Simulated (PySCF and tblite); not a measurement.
2 E/Z isomers of C₆H₁₀N₂O, numbered alike:

| isomer | SMILES | descriptors (one enantiomer) |
| --- | --- | --- |
| A | [CH3:1]/[N:2]=[CH:3]\[C@@H:4]1[CH2:5][NH:6][C:7](=[O:8])[CH2:9]1 | 4S, 2=3 Z |
| B | [CH3:1]/[N:2]=[CH:3]/[C@@H:4]1[CH2:5][NH:6][C:7](=[O:8])[CH2:9]1 | 4S, 2=3 E |

Computed spectrum of one of them (conformer average at 298.15 K; GFN2-xTB geometries, energies PBE0/pcSseg-1 (IEF-PCM, dichloromethane) (D3(BJ) added where defined), GIAO shieldings PBE0/pcSseg-1 (IEF-PCM, dichloromethane); references on GFN2-xTB geometries), in ppm: ¹H (against TMS): 7.68 (1H), 3.87 (1H), 3.70 (1H), 3.68 (3H), 3.50 (1H), 2.30 (1H), 2.02 (1H). ¹³C (against TMS): 179.4 (1C), 171.0 (1C), 48.3 (1C), 42.0 (1C), 36.3 (1C), 34.0 (1C). ¹⁵N (against NH3): 362.3 (1N), 135.5 (1N). Of the H, only those on carbon are given.

Which isomer is it?

A. After a straight-line scaling (slope 0.85 to 1.15) of computed carbon shifts, the largest errors are A 0.6 ppm (at 34.0), B 7.9 ppm (at 48.3). Assigned: ¹H (against TMS): 7.68 (H3, 1H), 3.87 (H4, 1H), 3.70 (H5a, 1H), 3.68 (H1, 3H), 3.50 (H5b, 1H), 2.30 (H9a, 1H), 2.02 (H9b, 1H). ¹³C (against TMS): 179.4 (C7), 171.0 (C3), 48.3 (C5), 42.0 (C1), 36.3 (C9), 34.0 (C4). ¹⁵N (against NH3): 362.3 (N2), 135.5 (N6). For comparison, at another level (GFN2-xTB geometries, energies PBE0/pcSseg-1 (D3(BJ) added where defined), GIAO shieldings PBE0/pcSseg-1) the isomers give: A: ¹H (against TMS): 7.66 (H3, 1H), 3.66 (H1, 3H), 3.64 (H4, 1H), 3.49 (H5a, 1H), 3.33 (H5b, 1H), 2.17 (H9a, 1H), 1.89 (H9b, 1H). ¹³C (against TMS): 174.4 (C7), 166.6 (C3), 47.4 (C5), 41.3 (C1), 34.9 (C9), 32.4 (C4). ¹⁵N (against NH3): 374.0 (N2), 124.8 (N6). B: ¹H (against TMS): 7.74 (H3, 1H), 4.43 (H5a, 1H), 3.67 (H1, 3H), 3.31 (H5b, 1H), 2.93 (H4, 1H), 2.41 (H9a, 1H), 1.86 (H9b, 1H). ¹³C (against TMS): 173.8 (C7), 167.0 (C3), 50.3 (C1), 43.8 (C5), 43.8 (C4), 35.5 (C9). ¹⁵N (against NH3): 366.5 (N2), 126.0 (N6). H not on carbon is left out.

The conformer set may be incomplete (the search or the number kept was capped). H on N, O and S are left out: they exchange, and hydrogen bonds move them by several ppm. Unscaled ¹⁵N shifts at such levels can be off by tens of ppm; differences between conformers or isomers are more reliable. Shifts are unscaled: against experiment ¹³C can be off by 15 ppm or more and ¹H by 0.8 ppm.


¹⁵N shifts are against a computed isolated NH3 molecule, about 20 ppm from the liquid.